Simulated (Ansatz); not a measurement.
The cluster As4O6⁺ (the lowest doublet isomer of a short search) was relaxed with r2SCAN-D4 (def2-SVP) in Ansatz in these states: charge +1 doublet, charge +1 quartet. The geometries follow in no particular order.

A:

Cartesian coordinates in Å:
```
As -0.9256 -1.7685 -0.3102
As 1.1233 0.4256 -1.6240
As -1.4105 1.4330 0.1934
As 1.0444 -0.0776 1.4991
O 0.2418 -1.1259 -1.5032
O -0.1629 1.5446 -1.0832
O -1.8718 -0.2856 0.0130
O 1.9438 0.2855 0.0568
O 0.2135 -1.5675 1.1666
O -0.1960 1.1364 1.5918
```

B:

```tsv
atom	x (Å)	y (Å)	z (Å)
As1	1.9192	0.0998	0.7563
As2	0.1512	-0.1982	-1.8738
As3	-1.9862	-1.4853	0.2345
As4	-0.8934	1.5743	0.5290
O5	1.6957	0.0114	-1.0540
O6	-0.4965	-1.5022	-0.8561
O7	0.9915	-1.2132	1.3175
O8	-0.7940	1.1942	-1.2259
O9	0.8003	1.5249	1.0077
O10	-1.3879	-0.0056	1.1647
```

Judge from the bond lengths which geometry belongs to which state (an estimate).

A is the charge +1 doublet (As3–O7 1.789 Å, As1–O7 1.789 Å, As2–O8 1.876 Å); B is the charge +1 quartet (As3–O7 3.180 Å, As1–O7 1.703 Å, As2–O8 1.803 Å).

At PBE0-D4/def2-SVP a doublet lies 3.47 eV below the charge +1 quartet. These are the stationary points nearest to one start from a short search; other shapes may lie lower in each state.
